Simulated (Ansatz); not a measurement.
Ansatz (an electronic-structure program) input (PBE0/def2-TZVPD):

Ansatz 0.2 input:
```yaml
crystal:
  periodic: [false, false, false]
  atoms:
    - {symbol: In, position_ang: [0.77967046, 0.38191911, 0.25390237]}
    - {symbol: I, position_ang: [-0.74758679, 1.64310339, -1.66557149]}
    - {symbol: I, position_ang: [0.02675938, -1.99619842, 1.43083156]}
basis:
  gaussian:
    orbitals: def2-TZVPD
hamiltonian:
  xc: {name: PBE0}
total_charge: -1
```

Output:

```
Functional definition: PBE0
integrals: 0.11 GiB planned
1431 factors; their error is unknown
mean field: 0.97 GiB planned
mean field evaluation 1: about -21381.6114 eV, gradient 1.3e1 eV
mean field evaluation 2: about -21381.5309 eV, gradient 1.5e1 eV
mean field evaluation 4: about -21381.8832 eV, gradient 3.1e-1 eV
mean field evaluation 8: about -21382.3975 eV, gradient 9.1e-1 eV
mean field evaluation 16: about -21382.3982 eV, gradient 7.5e-5 eV
mean field -21382.39816978 eV, -785.7886392293 hartree, gradient 7.4e-5 eV, S^2 0.000000; 0 other end points of the search recorded, 0 dependent functions left out
reference -21382.39821112 eV, -785.7886407485 hartree; 36, 36 occupied and 138, 138 virtual orbitals, 1431 factors
Total energy: -21382.39821112 eV, -785.7886407485 hartree
```

This state (charge -1, singlet) is run at the relaxed geometry of the species with charge 0 and multiplicity 2.
